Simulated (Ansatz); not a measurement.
Basis-set extrapolation for C₇H₁₂O₂ (`CCC(=O)CC(=O)CC`) (PBE0-D4/def2-TZVP geometry, frozen core, Ansatz 0.2.0). Multiplicity 1, RHF reference.

|  | def2-TZVPP | def2-QZVPP |
| --- | --- | --- |
| HF | -421.964756 | -421.983809 |
| MP2 correlation | -1.632787 | -1.743740 |
| CCSD(T) correlation | -1.764734 | not run |

Energies in hartree. Use E(X) = E(∞) + A·exp(−7.88·√X) for Hartree–Fock and E(X) = E(∞) + B·X^(−2.97) for correlation, with X = 3 and 4, and add CCSD(T) minus MP2 of the smaller set to the MP2 limit.

**Question.** What is the CCSD(T) energy at the basis-set limit?

**Answer.** HF limit: -421.983809 + (-0.019053) × 0.13774 = -421.98643. MP2 limit: -1.743740 + (-0.110953) × 0.74074 = -1.82593. Higher-order term: -1.764734 − (-1.632787) = -0.13195. Total: -423.94431 hartree, 134.8 kcal/mol below CCSD(T)/def2-TZVPP.
